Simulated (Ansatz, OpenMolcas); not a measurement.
**How basis sets differ on AsF3 (arsenic trifluoride)**

The species is AsF3 (4 atoms), meant as a singlet with charge 0. SMILES: `F[As](F)F`. The coordinates come from a PBE0-D4/def2-TZVP relaxation.

Quantity: the HOMO–LUMO gap, in eV. The values are calculated.

```json
{"level": "HF/STO-3G", "kind": "Hartree–Fock", "program": "OpenMolcas", "value (eV)": "17.91", "CPU time": "2.2 s"}
{"level": "HF/3-21G", "kind": "Hartree–Fock", "program": "Ansatz", "value (eV)": "16.19", "CPU time": "0.4 s"}
{"level": "HF/pcseg-0", "kind": "Hartree–Fock", "program": "OpenMolcas", "value (eV)": "16.22", "CPU time": "2 s"}
{"level": "HF/cc-pVDZ", "kind": "Hartree–Fock", "program": "OpenMolcas", "value (eV)": "16.05", "CPU time": "5.3 s"}
{"level": "HF/pcseg-1", "kind": "Hartree–Fock", "program": "OpenMolcas", "value (eV)": "15.99", "CPU time": "3.3 s"}
{"level": "HF/aug-pcseg-1", "kind": "Hartree–Fock", "program": "OpenMolcas", "value (eV)": "14.62", "CPU time": "10 s"}
{"level": "HF/pcseg-2", "kind": "Hartree–Fock", "program": "OpenMolcas", "value (eV)": "15.44", "CPU time": "22 s"}
{"level": "HF/aug-pcseg-2 (RICD fitting)", "kind": "Hartree–Fock", "program": "OpenMolcas", "value (eV)": "14.26", "CPU time": "32 s"}
```

All-electron rows without a relativistic Hamiltonian named are non-relativistic. The values span 14.26 to 17.91 eV. A Hartree–Fock LUMO above zero doesn't converge with the basis: it sinks as sets grow more diffuse. Orbital gaps aren't excitation energies. CPU times are rough (shared hosts, several kinds of processor and program).
